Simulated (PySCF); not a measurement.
**From computed data to an observable: chemical shift, span and skew from a shielding tensor**

C3H6Cl, SMILES Cl[C](C)C (connectivity only; charge and spin as stated), charge +1, multiplicity 1. Atoms are numbered in the order given.

```xyz
10

C     -0.0154    -1.2827    -1.0552
C      0.0000     0.0000    -0.3508
C      0.0154     1.2827    -1.0552
Cl     0.0000     0.0000     1.3108
H      1.0556    -1.5193    -1.2561
H     -0.4927    -1.1912    -2.0435
H     -0.4263    -2.1075    -0.4581
H     -1.0556     1.5193    -1.2561
H      0.4263     2.1075    -0.4581
H      0.4927     1.1912    -2.0435
```
Charge +1, spin multiplicity 1.

Coordinates come from a B3LYP-D3(BJ)/def2-SVP optimisation. The spin state was assumed, not searched. The isomer is the one that the SMILES or the coordinates give; other isomers of the formula were not compared.

GIAO shieldings from PySCF with KT2/pcSseg-1, non-relativistic, no solvent. The symmetric part of the tensor of C2 has the principal values -280.8, -171.2, 112.5 ppm. The same nucleus in TMS has σ = 185.1 ppm at this level (PySCF, at its B3LYP-D3(BJ)/def2-TZVP geometry). Without spin–orbit terms, shifts of atoms bonded to Cl or Br come out too high.

Problem. Work out the isotropic shielding, the ¹³C shift against TMS, the span and the skew.

Solution. 
σ(iso) = (σ11 + σ22 + σ33)/3 = -113.2 ppm. δ = σ(ref) − σ(iso) = 185.1 − (-113.2) = 298.3 ppm.
Span Ω = σ33 − σ11 = 393.3 ppm. Skew κ = 3(σ(iso) − σ22)/Ω = 0.44. Tumbling in solution averages the tensor to δ; in a static solid the shielding alone would spread this spin-1/2 line over Ω.
